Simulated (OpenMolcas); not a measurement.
## V³⁺: Racah parameters, worked from levels

```json
{
  "Program": "OpenMolcas 26.06",
  "Basis": "ANO-RCC-VDZ [5s4p2d]",
  "Scalar Hamiltonian": "X2C, point nucleus",
  "Active space": "2 electrons in 10 orbitals (3d 4d)",
  "State averaging": "2S+1 = 3 even, 10 roots; 2S+1 = 1 even, 15 roots",
  "Spin-orbit coupling": "state interaction with AMFI integrals over the reference wave functions, term energies averaged over their components"
}
```

Methods: CASSCF; SS-CASPT2, IPEA 0.25 Eh, imaginary shift 0.1 Eh (closed shells correlated: 3s 3p).

**Racah parameters.** Above ³F, d2 has ³P at 15B, ¹G at 12B + 2C and ¹D at 5B + 2C. The first two fix B and C, and the third tests them; where it misses by thousands of cm-1, two parameters do not describe the configuration (Trees and configuration-interaction terms are left out) and B and C hang on the terms chosen. Term energies are centres of gravity, weighted by 2J + 1.

```csv
Source,³P,¹G,B,C,C/B,"¹D from B, C",¹D found
CASSCF,16218,20949,1081,3987,3.69,13379,13454
SS-CASPT2,13427,20402,895,4830,5.40,14135,10670
```

Energies in cm-1. From CASSCF to SS-CASPT2, B changes by -17.2 % and C by +21.1 %.

CASPT2 breaks the degeneracy within a term, and the mean is taken; among the terms shown or strongly mixed into the levels shown the widest spread is 340 cm-1 (3d² ³F, SS-CASPT2). Active for correlation alone: 4d; no level in the range computed is led by a configuration that fills it, so any true level of that kind is missing. The basis is small and was not contracted for so high a charge. Without dynamic correlation excited terms often stand tens of per cent too high (terms of higher spin than the ground term too low), and those without a measured partner can miss by more than the paired ones (holds for CASSCF). Only configurations of the active space appear.
